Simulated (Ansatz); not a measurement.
Ansatz (a first-principles code) input file for C2H9ClSi3, SMILES C=C(Cl)[SiH2][SiH2][SiH3], PBE-D3(BJ)/def2-SVP. 

Ansatz 0.2 input:
```yaml
crystal:
  periodic: [false, false, false]
  atoms:
    - {symbol: C, position_ang: [2.94910139, -0.46961132, 0.05772648]}
    - {symbol: C, position_ang: [1.75563948, 0.12541512, 0.14229958]}
    - {symbol: Cl, position_ang: [1.18472664, 1.14367511, -1.18860033]}
    - {symbol: Si, position_ang: [0.51671950, -0.02220890, 1.55837095]}
    - {symbol: Si, position_ang: [-1.45161305, -1.03177282, 0.76114836]}
    - {symbol: Si, position_ang: [-2.31267423, 0.06393772, -1.13623884]}
    - {symbol: H, position_ang: [3.30057596, -1.09747638, 0.88126561]}
    - {symbol: H, position_ang: [3.60150285, -0.35224174, -0.81235672]}
    - {symbol: H, position_ang: [1.15620450, -0.82774764, 2.64063121]}
    - {symbol: H, position_ang: [0.20930346, 1.34421796, 2.07117969]}
    - {symbol: H, position_ang: [-1.16196869, -2.46096728, 0.43051463]}
    - {symbol: H, position_ang: [-2.46976761, -1.00732223, 1.85703843]}
    - {symbol: H, position_ang: [-2.31320449, 1.53965241, -0.92381691]}
    - {symbol: H, position_ang: [-1.50522191, -0.27027879, -2.34189936]}
    - {symbol: H, position_ang: [-3.72027364, -0.38452002, -1.36243393]}
basis:
  gaussian:
    orbitals: def2-SVP
hamiltonian:
  xc: pbe
  dispersion: d3bj
relax: {f_tol: 0.002, max_steps: 200}
```

It prints:

```
WARN ansatz: RAYON_NUM_THREADS=2 ignored (pool sized by the plan → 2); use --threads N
Functional definition: PBE
integrals: 0.11 GiB planned
1621 factors; their error is unknown
mean field: 0.52 GiB planned
mean field evaluation 1: about -38333.1129 eV, gradient 5.6e1 eV
mean field evaluation 2: about -38313.5289 eV, gradient 9.5e1 eV
mean field evaluation 4: about -38341.7334 eV, gradient 8.6e0 eV
mean field evaluation 8: about -38341.9684 eV, gradient 1.4e-1 eV
mean field evaluation 16: about -38341.8400 eV, gradient 5.8e-4 eV
mean field -38341.84002903 eV, -1409.0366320343 hartree, gradient 4.2e-5 eV, S^2 0.000000; 0 other end points of the search recorded, 0 dependent functions left out
the calculation of the forces begins
reference -38341.84007304 eV, -1409.0366336516 hartree; 40, 40 occupied and 105, 105 virtual orbitals, 1621 factors
relax step   1: F+E_penalty+E_count = -38342.30228207 eV  Δ(F+E_penalty+E_count) = +0.000e0 eV  max|allowed force component| = 4.053e-1 eV/Å  Δτ_max = 0.0000 Å  (28 SCF iters, accepted)
these checks for a lower state are left out or cut short: starts, cluster_reference, orbital_swaps, neighbouring_geometries, increment
integrals: 0.11 GiB planned
1621 factors; their error is unknown
mean field: 0.52 GiB planned
mean field -38341.85572771 eV, -1409.0372089503 hartree, gradient 1.0e-5 eV, S^2 0.000000; 0 other end points of the search recorded, 0 dependent functions left out
the calculation of the forces begins
reference -38341.85577184 eV, -1409.0372105720 hartree; 40, 40 occupied and 105, 105 virtual orbitals, 1621 factors
relax step   2: F+E_penalty+E_count = -38342.31704601 eV  Δ(F+E_penalty+E_count) = -1.476e-2 eV  max|allowed force component| = 9.075e-2 eV/Å  Δτ_max = 0.0154 Å  (31 SCF iters, accepted)
these checks for a lower state are left out or cut short: starts, cluster_reference, orbital_swaps, neighbouring_geometries, increment
integrals: 0.11 GiB planned
1621 factors; their error is unknown
mean field: 0.52 GiB planned
mean field evaluation 32: about -38341.8573 eV, gradient 1.1e-5 eV
mean field -38341.85730396 eV, -1409.0372668762 hartree, gradient 1.1e-5 eV, S^2 0.000000; 0 other end points of the search recorded, 0 dependent functions left out
the calculation of the forces begins
reference -38341.85734814 eV, -1409.0372684997 hartree; 40, 40 occupied and 105, 105 virtual orbitals, 1621 factors
relax step   3: F+E_penalty+E_count = -38342.31810246 eV  Δ(F+E_penalty+E_count) = -1.056e-3 eV  max|allowed force component| = 3.973e-2 eV/Å  Δτ_max = 0.0115 Å  (32 SCF iters, accepted)
these checks for a lower state are left out or cut short: starts, cluster_reference, orbital_swaps, neighbouring_geometries, increment
integrals: 0.11 GiB planned
1621 factors; their error is unknown
mean field: 0.52 GiB planned
mean field -38341.85744736 eV, -1409.0372721462 hartree, gradient 1.1e-5 eV, S^2 0.000000; 0 other end points of the search recorded, 0 dependent functions left out
the calculation of the forces begins
reference -38341.85749154 eV, -1409.0372737697 hartree; 40, 40 occupied and 105, 105 virtual orbitals, 1621 factors
relax step   4: F+E_penalty+E_count = -38342.31818248 eV  Δ(F+E_penalty+E_count) = -8.002e-5 eV  max|allowed force component| = 2.188e-2 eV/Å  Δτ_max = 0.0067 Å  (32 SCF iters, accepted)
these checks for a lower state are left out or cut short: starts, cluster_reference, orbital_swaps, neighbouring_geometries, increment
integrals: 0.11 GiB planned
1621 factors; their error is unknown
mean field: 0.52 GiB planned
mean field -38341.85739233 eV, -1409.0372701239 hartree, gradient 1.6e-5 eV, S^2 0.000000; 0 other end points of the search recorded, 0 dependent functions left out
the calculation of the forces begins
reference -38341.85743650 eV, -1409.0372717470 hartree; 40, 40 occupied and 105, 105 virtual orbitals, 1621 factors
relax step   5: F+E_penalty+E_count = -38342.31826897 eV  Δ(F+E_penalty+E_count) = -8.649e-5 eV  max|allowed force component| = 1.296e-2 eV/Å  Δτ_max = 0.0043 Å  (24 SCF iters, accepted)
these checks for a lower state are left out or cut short: starts, cluster_reference, orbital_swaps, neighbouring_geometries, increment
integrals: 0.11 GiB planned
1621 factors; their error is unknown
mean field: 0.52 GiB planned
mean field -38341.85744161 eV, -1409.0372719348 hartree, gradient 8.0e-5 eV, S^2 0.000000; 0 other end points of the search recorded, 0 dependent functions left out
the calculation of the forces begins
reference -38341.85748578 eV, -1409.0372735580 hartree; 40, 40 occupied and 105, 105 virtual orbitals, 1621 factors
relax step   6: F+E_penalty+E_count = -38342.31827915 eV  Δ(F+E_penalty+E_count) = -1.019e-5 eV  max|allowed force component| = 7.634e-3 eV/Å  Δτ_max = 0.0010 Å  (19 SCF iters, accepted)
these checks for a lower state are left out or cut short: starts, cluster_reference, orbital_swaps, neighbouring_geometries, increment
integrals: 0.11 GiB planned
1621 factors; their error is unknown
mean field: 0.52 GiB planned
mean field -38341.85747121 eV, -1409.0372730224 hartree, gradient 1.1e-5 eV, S^2 0.000000; 0 other end points of the search recorded, 0 dependent functions left out
the calculation of the forces begins
reference -38341.85751537 eV, -1409.0372746456 hartree; 40, 40 occupied and 105, 105 virtual orbitals, 1621 factors
relax step   7: F+E_penalty+E_count = -38342.31828421 eV  Δ(F+E_penalty+E_count) = -5.051e-6 eV  max|allowed force component| = 1.195e-3 eV/Å  Δτ_max = 0.0010 Å  (22 SCF iters, accepted)
integrals: 0.11 GiB planned
1621 factors; their error is unknown
mean field: 0.52 GiB planned
mean field evaluation 64: about -38341.9865 eV, gradient 7.5e-1 eV
mean field -38341.85747121 eV, -1409.0372730224 hartree, gradient 1.0e-5 eV, S^2 0.000000; 1 other end points of the search recorded, 0 dependent functions left out
the calculation of the forces begins
reference -38341.85751537 eV, -1409.0372746456 hartree; 40, 40 occupied and 105, 105 virtual orbitals, 1621 factors
Total energy: -38342.31832837 eV, -1409.0542092110 hartree
Atom 0 at     2.964033    -0.470351     0.055257 Å, force     0.000301    -0.000246     0.001195 eV/Å
Atom 1 at     1.760505     0.126308     0.137223 Å, force     0.000096     0.000367    -0.000569 eV/Å
Atom 2 at     1.181772     1.142443    -1.186422 Å, force    -0.000485     0.000216    -0.000840 eV/Å
Atom 3 at     0.517619    -0.023301     1.556969 Å, force     0.000834    -0.000273    -0.000464 eV/Å
Atom 4 at    -1.455070    -1.032598     0.760746 Å, force     0.000076    -0.000898    -0.000074 eV/Å
Atom 5 at    -2.317467     0.065179    -1.136456 Å, force     0.000107     0.000415    -0.000076 eV/Å
Atom 6 at     3.315235    -1.100004     0.887846 Å, force    -0.000157    -0.000108     0.000028 eV/Å
Atom 7 at     3.622069    -0.351223    -0.820415 Å, force     0.000033    -0.000006     0.000204 eV/Å
Atom 8 at     1.158274    -0.833988     2.653470 Å, force    -0.000135     0.000071    -0.000363 eV/Å
Atom 9 at     0.202452     1.355108     2.072884 Å, force    -0.000277    -0.000028     0.000164 eV/Å
Atom 10 at    -1.168732    -2.475645     0.428794 Å, force    -0.000751    -0.000152     0.000390 eV/Å
Atom 11 at    -2.480164    -1.004780     1.867816 Å, force     0.000212     0.000401     0.000232 eV/Å
Atom 12 at    -2.321924     1.553870    -0.922920 Å, force    -0.000408     0.000002     0.000134 eV/Å
Atom 13 at    -1.503134    -0.269554    -2.353779 Å, force     0.000151     0.000709    -0.000120 eV/Å
Atom 14 at    -3.736417    -0.388711    -1.366183 Å, force     0.000402    -0.000469     0.000158 eV/Å
Dipole moment:     0.192941    -0.128311     0.112381 e Å
```

Self-consistency was reached.

Cost: roughly 30 core-seconds.
